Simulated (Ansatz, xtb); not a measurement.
## Ranking isomers of AlAsH4Si

4 gas-phase structures of AlAsH4Si, found in a search over its isomers (lower ones may exist). Each was relaxed with GFN2-xTB; where two conformers were screened, the lower at r2SCAN-D4/def2-SVP is listed:

A. a singlet given by its coordinates
B. a singlet given by its coordinates
C. `[AlH2][Si][AsH2]`, a triplet
D. `[AlH2][Si][AsH2]`, a singlet

B (Å):

```tsv
atom	x (Å)	y (Å)	z (Å)
Al	-0.1177	-2.1624	1.1463
As	-0.0502	-0.6395	-0.5338
Si	0.4097	0.9602	1.0807
H	-0.1664	-3.2435	2.3513
H	1.6192	0.7056	1.8952
H	0.6156	2.2731	0.4590
H	-0.6488	1.1583	2.0952
```

Close contacts (Å): Al1–As2 2.27, As2–Si3 2.32, Al1–H4 1.62, Si3–H5 1.48, Si3–H6 1.47, Si3–H7 1.48.

A (Å):

```xyz
7

Al   -0.0941    1.0309    2.1711
As   -1.5062   -0.0219    0.5659
Si    0.3141   -1.1824    0.2019
H     0.9952    0.2700    3.0135
H    -0.0524    2.5121    2.6785
H     1.7154   -1.1254    0.6736
H     0.3491   -2.3352   -0.7180
```

Close contacts (Å): Al1–As2 2.38, Al1–Si3 2.99, As2–Si3 2.19, Al1–H4 1.57, Al1–H5 1.57, Si3–H6 1.48, Si3–H7 1.48.

Problem. Make a reasoned guess at their ranking by r2SCAN-D4/def2-SVP single-point energy.

Solution. Calculated order at r2SCAN-D4/def2-SVP: B (0.0), A (4.2), D (42.4), C (44.2) kcal/mol.

Energies above the lowest of each column, in kcal/mol (a dash: not run or not comparable):

```tsv
structure	GFN2-xTB	HF/STO-3G	r2SCAN-D4/def2-SVP
B	16.7	0.0	0.0
A	0.0	8.6	4.2
D	27.5	28.4	42.4
C	–	24.8	44.2
```

r2SCAN-D4/def2-SVP puts B lowest; GFN2-xTB picks A. Some further structures that were screened fall inside this span and aren't listed. Flexible structures stand in one conformer each, not always the lowest. No reliable frequencies are at hand for these structures. GFN2-xTB has no spin polarisation and isn't compared across spin states. Open shells are spin-unrestricted.

Programs: Ansatz 0.2.0, xtb 6.7.1.
